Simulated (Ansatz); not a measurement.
`[CH3][Ge]([CH3])([F])[Cl]`, relaxed with RKS PBE-D4/def2-SVP in the Gaussian-basis code of Ansatz from a rough embedded geometry. The force threshold is 0.03 eV/Å; the program also tests the step.

Charge 0, multiplicity 1.

Start:

```xyz
11

C    -0.376    1.503    0.388
Ge    0.427   -0.224    0.548
C     0.027   -1.190   -1.058
F     2.162   -0.149    0.711
Cl   -0.358   -1.283    2.261
H    -1.479    1.439    0.353
H    -0.148    2.082    1.363
H     0.033    2.037   -0.426
H    -1.134   -1.317   -1.172
H     0.445   -2.229   -1.017
H     0.402   -0.667   -1.952
```

Problem. How much energy does the relaxation release, and in how many steps? (Best estimate.)

Solution. Computed: 26.95 kJ/mol, in 5 steps.

Problem. Which bonds change most? (An estimate is asked.)

Solution. Ansatz gave: C3–H9 from 1.173 to 1.107 Å; C1–H8 from 1.056 to 1.108 Å; C1–H7 from 1.157 to 1.106 Å; C1–Ge2 from 1.911 to 1.946 Å.

Problem. Give the relaxed structure. (Estimate.)

Solution. Ansatz gave: 
```xyz
11

C    -0.376    1.598    0.493
Ge    0.342   -0.210    0.463
C     0.010   -1.307   -1.110
F     2.090   -0.083    0.654
Cl   -0.361   -1.277    2.229
H    -1.480    1.565    0.406
H    -0.104    2.088    1.447
H     0.041    2.182   -0.351
H    -1.080   -1.444   -1.247
H     0.485   -2.298   -0.977
H     0.434   -0.815   -2.007
```
